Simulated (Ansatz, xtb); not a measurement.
C4H6BF: which of two isomers lies lower

We compare I, `CC1=C(BF)C1`, a singlet, with II, `BC1=C[C@H](F)C1`, a singlet. Both are isolated molecules in the gas phase, relaxed with PBE-D3(BJ)/def2-SVP; the shapes shown needn't be the lowest conformers.

I (Å):

```xyz
12

C     0.2423   -1.5671   -1.0593
C    -0.3288   -0.2144   -1.1593
C    -0.1869    1.1050   -1.1044
C    -1.5834    0.5516   -1.4150
B     0.7279    2.3109   -0.8843
F     0.2352    3.5541   -0.9590
H     0.0821   -2.1196   -2.0103
H     1.3243   -1.5529   -0.8255
H    -0.2919   -2.1494   -0.2778
H     1.9176    2.1969   -0.6374
H    -1.9833    0.6206   -2.4478
H    -2.3735    0.5863   -0.6367
```

II (Å):

```xyz
12

C    -1.0960    1.3801   -0.4343
C    -0.0918    1.3852    0.5016
C     1.0078    1.4768   -0.5295
C    -0.1231    1.6642   -1.5893
B    -2.5883    1.0307   -0.2993
F     1.9385    2.4870   -0.3943
H    -3.2576    0.7183   -1.2671
H    -3.1018    1.0488    0.8049
H    -0.0838    1.2698    1.5983
H     1.5557    0.5137   -0.6599
H    -0.1633    2.7121   -1.9472
H    -0.1290    0.9775   -2.4614
```

Which of the two would you expect CCSD(T)/def2-SVP + ΔMP2/def2-TZVPP electronic energies to favour?

Structure I; the calculation gives E(II) − E(I) = +1.572 eV.

The same difference at several levels:

```
                             level             geometry  E(II) − E(I) (eV)  departure from the last row (eV)  job, with rough time for the two
                          GFN2-xTB             GFN2-xTB              +0.827                            −0.745              optimisation, 0.13 s
                         HF/STO-3G             GFN2-xTB              +0.976                            −0.596              single point, 0.36 s
                r2SCAN-D4/def2-SVP             GFN2-xTB              +1.830                            +0.258                 single point, 4 s
               PBE-D3(BJ)/def2-SVP  PBE-D3(BJ)/def2-SVP              +1.732                            +0.160                optimisation, 33 s
                       HF/def2-SVP  PBE-D3(BJ)/def2-SVP              +1.638                            +0.066           part of the CCSD(T) run
                      MP2/def2-SVP  PBE-D3(BJ)/def2-SVP              +1.892                            +0.320           part of the CCSD(T) run
                  CCSD(T)/def2-SVP  PBE-D3(BJ)/def2-SVP              +1.744                            +0.172                      single point
CCSD(T)/def2-SVP + ΔMP2/def2-TZVPP  PBE-D3(BJ)/def2-SVP              +1.572                                                  single point, 50 s
```

As drawn, II has 1 C–F, 1 B–H in place of 1 B–F, 1 C–H. Structure I has a 3-membered ring, II a 4-membered ring.

None of the levels shown reverses the order. The largest departure from CCSD(T)/def2-SVP + ΔMP2/def2-TZVPP is that of GFN2-xTB, 0.745 eV. The last row adds to CCSD(T) the change of the MP2 difference between the two basis sets, here −0.172 eV, a large step that makes the value less sure.

With thermal terms from frequencies at re-optimised GFN2-xTB minima (ideal gas, soft modes damped towards free rotors, one conformer each, 298.15 K, 1 atm): the zero-point term adds −0.033 eV; ΔH is +1.517 and ΔG +1.582 eV.

The correlated steps freeze 6 core orbitals. Mirror images aren't counted in ΔG. Programs: Ansatz 0.2.0, xtb 6.7.1; the last row on 2 threads of Arm Neoverse V1 on a shared host.
